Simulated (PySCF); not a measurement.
# Polarisability and C₆ of B⁺ (boron, charge +1)

[He] 2s1 2p1, high-spin 3P determinant (an excited configuration). All numbers are calculated (PySCF 2.14, scalar relativity by spin-free X2C-1e, in aug-cc-pCVQZ-DK). Coupled (time-dependent) response in atomic units; α is the mean over directions.

```tsv
method	mean α (bohr³)	α xx, yy, zz	C₆ (like pair)	S(−4)
wB97X-V	8.066	9.418, 5.363, 9.418	18.73	72.44
```

S(−4) is the Cauchy moment in α(ω) = α(0) + S(−4) ω² + …

α(iu) at wB97X-V:

```
u (hartree)  α(iu) (bohr³)
          0          8.066
     0.0500          7.890
      0.100          7.419
      0.200          6.088
      0.300          4.820
      0.500          3.073
      0.750          1.901
       1.00          1.277
       1.50         0.6849
       2.00         0.4271
       3.00         0.2151
       5.00        0.09059
```

A single London oscillator, α(iu) = α/(1 + u²/ω²), gives C₆ = (3/4) ω α². Matching the computed C₆ needs ω = 4 × 18.73 / (3 × 8.066²) = 0.384 hartree.

For an ion, C₆ is the dispersion term alone; charge-induced terms of lower order in 1/R come first.

The components differ because the open shell of this determinant is not spherical; for a pure term their mean is the scalar polarisability.
